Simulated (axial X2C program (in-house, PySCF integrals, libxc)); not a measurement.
## Which molecule has these constants?

Calculated with an in-house all-electron X2C program for linear molecules (integrals from PySCF), spin-free (one-electron X2C) or two-component (2c: spin–orbit coupling with atomic mean-field Coulomb and Gaunt terms, which also bring small scalar terms), in Dyall basis sets with cores contracted in-house; open shells are unrestricted.

A two-component PBE0 calculation in a Dyall 3-zeta basis gave Re = 3.602 Å, ωe = 178.8 cm⁻¹, De = 0.35 eV, dipole magnitude 0.13 D, Ω = 1/2.

Problem. Which molecule is it?
A. RbSr
B. SrH
C. KSr
D. LiSr

Solution. D. The others have RbSr 4.631 Å and 44.9 cm⁻¹ (Ω = 1/2); KSr 4.448 Å and 60.1 cm⁻¹ (Ω = 1/2); SrH 2.131 Å and 1213.0 cm⁻¹ (Ω = 1/2).

Each entry is the lowest single determinant of a limited PBE0 search at one distance. De goes to single-determinant-based atoms at the same level (for ions the charge split of lowest energy) and is withheld (n/a) where an atom does not fit its ground term or J level. Main or longest-lived isotopes.
